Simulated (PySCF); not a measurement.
Cl₂OTi, multiplicity 1.

```xyz
4

Ti    -0.1061     0.3093     0.0000
O      0.1100     1.8814     0.0000
Cl     0.0428    -0.6428    -2.0036
Cl     0.0428    -0.6428     2.0036
```
Charge 0, spin multiplicity 1.

Coordinates come from a TPSSh-D3(BJ)/def2-SVP optimisation. The multiplicity is an assumed one; other spin states were not compared.

Method: PBE/pcSseg-1 in PySCF. Non-relativistic, no solvent.

Q: Give the absolute GIAO shielding of each atom: isotropic value and principal components (ppm). (An estimate is asked for; the answer gives what the named calculation found.)

A: 
| atom | σ(iso) | σ11 | σ22 | σ33 | span |
|---|---|---|---|---|---|
| Ti1 | -715.0 | -1078.7 | -669.2 | -397.1 | 681.5 |
| O2 | -912.5 | -1819.6 | -1071.5 | 153.7 | 1973.3 |
| Cl3 | 158.9 | -743.0 | 515.6 | 704.2 | 1447.2 |
| Cl4 | 158.9 | -743.0 | 515.6 | 704.2 | 1447.2 |
